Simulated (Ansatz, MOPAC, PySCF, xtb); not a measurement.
Noncovalent pair: H2S (SMILES S) (first 3 atoms) with GeH4 (SMILES [GeH4]); geometry from B3LYP-D3(BJ)/def2-TZVP, rigid monomers moved along the line of their centres of mass till S1···Ge4 is 4.45 Å.
(charge 0, multiplicity 1):
```xyz
8

S      0.267     1.873     0.690
H     -1.064     1.859     0.865
H      0.246     0.726    -0.007
Ge    -0.232    -1.101     3.956
H     -1.004     0.175     4.316
H      1.271    -0.805     3.882
H     -0.724    -1.633     2.600
H     -0.491    -2.171     5.032
```

```json
[
 {"level": "GFN-FF", "interaction energy (kJ/mol)": "-2.3", "minus CCSD(T)/CBS(def2-SVPD, def2-TZVPPD)": "1.0", "cost": "-"},
 {"level": "AM1", "interaction energy (kJ/mol)": "-0.4", "minus CCSD(T)/CBS(def2-SVPD, def2-TZVPPD)": "2.8", "cost": "-"},
 {"level": "GFN2-xTB", "interaction energy (kJ/mol)": "-4.5", "minus CCSD(T)/CBS(def2-SVPD, def2-TZVPPD)": "-1.3", "cost": "-"},
 {"level": "HF/3-21G (no counterpoise)", "interaction energy (kJ/mol)": "-3.7", "minus CCSD(T)/CBS(def2-SVPD, def2-TZVPPD)": "-0.5", "cost": "-"},
 {"level": "HF/def2-TZVPPD", "interaction energy (kJ/mol)": "-0.3", "minus CCSD(T)/CBS(def2-SVPD, def2-TZVPPD)": "3.0", "cost": "-"},
 {"level": "PBE/def2-TZVPPD", "interaction energy (kJ/mol)": "-1.9", "minus CCSD(T)/CBS(def2-SVPD, def2-TZVPPD)": "1.3", "cost": "×1"},
 {"level": "B3LYP/6-31G*", "interaction energy (kJ/mol)": "0.6", "minus CCSD(T)/CBS(def2-SVPD, def2-TZVPPD)": "3.8", "cost": "-"},
 {"level": "B3LYP-D3(BJ)/def2-TZVPPD", "interaction energy (kJ/mol)": "-3.8", "minus CCSD(T)/CBS(def2-SVPD, def2-TZVPPD)": "-0.6", "cost": "×1"},
 {"level": "PBE0-D4/def2-TZVPPD", "interaction energy (kJ/mol)": "-4.1", "minus CCSD(T)/CBS(def2-SVPD, def2-TZVPPD)": "-0.9", "cost": "×1"},
 {"level": "M06-2X/6-31G* (no counterpoise)", "interaction energy (kJ/mol)": "-4.0", "minus CCSD(T)/CBS(def2-SVPD, def2-TZVPPD)": "-0.8", "cost": "-"},
 {"level": "MP2/CBS(def2-SVPD, def2-TZVPPD)", "interaction energy (kJ/mol)": "-3.4", "minus CCSD(T)/CBS(def2-SVPD, def2-TZVPPD)": "-0.2", "cost": "-"},
 {"level": "SCS-MP2/def2-SVPD", "interaction energy (kJ/mol)": "-2.4", "minus CCSD(T)/CBS(def2-SVPD, def2-TZVPPD)": "0.8", "cost": "-"},
 {"level": "CCSD(T)/def2-TZVPPD", "interaction energy (kJ/mol)": "-3.2", "minus CCSD(T)/CBS(def2-SVPD, def2-TZVPPD)": "0.1", "cost": "×50"},
 {"level": "CCSD(T)/CBS(def2-SVPD, def2-TZVPPD)", "interaction energy (kJ/mol)": "-3.2", "minus CCSD(T)/CBS(def2-SVPD, def2-TZVPPD)": "0.0", "cost": "×50"}
]
```

 The comparison column counts from a level with limits of its own.

The rows run from -4.5 (GFN2-xTB) to 0.6 kJ/mol (B3LYP/6-31G*).

Monomers are frozen at their geometry in the pair; levels with a basis set take the counterpoise correction. Rows marked so take none.

Frozen-core correlation. Filled d and f shells under p-block atoms count as core. CBS(a, b) extrapolates the correlation energy as X⁻³ and adds the Hartree–Fock energy of set b. Rows in 3-21G, 6-31G* carry no dispersion term and start afresh at each structure (6-31G* with six Cartesian d functions); the Pople sets are all-electron and without relativity. The state reached by AM1 isn't checked.

Programs: Ansatz (Gaussian basis) for Hartree–Fock, density functionals and correlated methods; MOPAC for AM1 (differences of heats of formation); PySCF for 3-21G rows, 6-31G* rows, the dispersion terms; xtb for the GFN methods. Values without a source in brackets are computed.

Costs are rough ratios of core time to PBE/def2-TZVPPD (about 5 s over the structures, on one shared machine); a dash marks a level with no comparable run of its own.

Ansatz is a first-principles code.
